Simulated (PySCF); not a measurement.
## Circular dichroism: `CC(=C=C=C=CC)[SiH3]`, C7H10Si

Molfile (atoms numbered from 1):
```
C7H10Si
     RDKit          3D

 18 17  0  0  0  0  0  0  0  0999 V2000
    4.0259    0.2714   -1.1393 C   0  0  0  0  0  0  0  0  0  0  0  0
    3.0620    0.3424    0.0046 C   0  0  0  0  0  0  0  0  0  0  0  0
    1.7657    0.1159   -0.0747 C   0  0  0  0  0  0  0  0  0  0  0  0
    0.5044   -0.1030   -0.1579 C   0  0  0  0  0  0  0  0  0  0  0  0
   -0.7578   -0.3229   -0.2352 C   0  0  0  0  0  0  0  0  0  0  0  0
   -2.0610   -0.5126   -0.3238 C   0  0  0  0  0  0  0  0  0  0  0  0
   -2.7157   -1.8577   -0.1361 C   0  0  0  0  0  0  0  0  0  0  0  0
   -3.1339    0.9877   -0.7045 Si  0  0  0  0  0  4  0  0  0  0  0  0
    3.5193    0.0127   -2.0787 H   0  0  0  0  0  0  0  0  0  0  0  0
    4.5413    1.2368   -1.2742 H   0  0  0  0  0  0  0  0  0  0  0  0
    4.8065   -0.4827   -0.9442 H   0  0  0  0  0  0  0  0  0  0  0  0
    3.4721    0.6050    0.9900 H   0  0  0  0  0  0  0  0  0  0  0  0
   -3.3052   -2.1324   -1.0266 H   0  0  0  0  0  0  0  0  0  0  0  0
   -1.9742   -2.6476    0.0474 H   0  0  0  0  0  0  0  0  0  0  0  0
   -3.4161   -1.8331    0.7154 H   0  0  0  0  0  0  0  0  0  0  0  0
   -4.1464    1.1749    0.3827 H   0  0  0  0  0  0  0  0  0  0  0  0
   -3.8831    0.7629   -1.9813 H   0  0  0  0  0  0  0  0  0  0  0  0
   -2.2847    2.2064   -0.8227 H   0  0  0  0  0  0  0  0  0  0  0  0
  1  2  1  0
  2  3  2  0
  3  4  2  0
  4  5  2  0
  5  6  2  0
  6  7  1  0
  6  8  1  0
  1  9  1  0
  1 10  1  0
  1 11  1  0
  2 12  1  0
  7 13  1  0
  7 14  1  0
  7 15  1  0
  8 16  1  0
  8 17  1  0
  8 18  1  0
M  END
```

Computed, not measured: TDDFT CAM-B3LYP/aug-cc-pVDZ circular dichroism and optical rotation, one conformer, gas phase (PySCF). Geometry: PBE0-D3(BJ)/def2-SVP.

No stereocentre is labelled: unless the shape is locked (an allene, a helicene, a hindered biaryl), the mirror image is equally populated and a measured rotation or CD is zero.

(1) List the lowest 12 singlet excitations with oscillator and rotatory strengths.

Answers

(1) Rotatory strengths R in 10⁻⁴⁰ esu² cm², velocity form and length form (origin at the centre of mass); f in length form.
```csv
state,E (eV),λ (nm),f,R (velocity),R (length),main
1,3.55,349,0.0002,+0.1,0.0,HOMO→LUMO 0.91
2,4.00,310,0.0001,-0.1,-0.1,HOMO−1→LUMO+1 0.91
3,4.68,265,0.001,+0.4,+0.4,"HOMO−1→LUMO 0.50, HOMO→LUMO+1 0.45"
4,5.57,223,0.689,+50.0,+51.0,"HOMO→LUMO+2 0.39, HOMO→LUMO+1 0.20"
5,5.67,219,1.657,-107.8,-108.1,"HOMO−1→LUMO 0.28, HOMO→LUMO+1 0.26"
6,5.80,214,0.195,+16.4,+16.4,"HOMO−1→LUMO+2 0.69, HOMO−1→LUMO+6 0.11"
7,6.14,202,0.044,+10.6,+10.8,"HOMO→LUMO+3 0.54, HOMO→LUMO+6 0.12"
8,6.31,196,0.002,+2.5,+2.6,"HOMO→LUMO+4 0.80, HOMO→LUMO+3 0.10"
9,6.40,194,0.011,-0.3,-0.3,HOMO−1→LUMO+3 0.75
10,6.53,190,0.031,-15.4,-15.3,"HOMO→LUMO+5 0.40, HOMO→LUMO+7 0.25"
11,6.54,189,0.005,-7.9,-7.7,HOMO−2→LUMO 0.66
12,6.59,188,0.013,-1.2,-1.2,HOMO−1→LUMO+4 0.73
```

Among the states computed, the strongest CD band (largest |R|) is state 5. The largest dissymmetry factor in size, g = 4R/(D+G), with D and G the electric and magnetic dipole strengths, is -0.017 for state 11 (velocity form, f = 0.005), among bands with |R| over 0.5. The mirror image has the same energies and oscillator strengths and all R with the opposite sign.
